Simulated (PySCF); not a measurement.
Si(F)2(Br)(OH) (BrF2HOSi), SMILES Br[Si](F)(F)O. Coordinates come from a B3LYP-D3(BJ)/def2-SVP optimisation. This is a generated structure with no PubChem entry under its InChIKey; it may be hypothetical. One conformer was computed; it need not be the lowest.

**Question.** Give the equilibrium geometry at B3LYP-D3(BJ)/def2-SVP (PySCF confirms it by a frequency run) as Cartesian coordinates in Å, and its point group. (The exact figures need the calculation; the answer reports its results.)

**Answer.** One answer among several that fit: point group Cs.
```xyz
6

O      1.5381    -1.3390     0.0000
Si    -0.0009    -0.8007     0.0000
F     -0.8081    -1.3461     1.2796
F     -0.8081    -1.3461    -1.2796
Br     0.0159     1.3841     0.0000
H      1.6954    -2.2919     0.0000
```
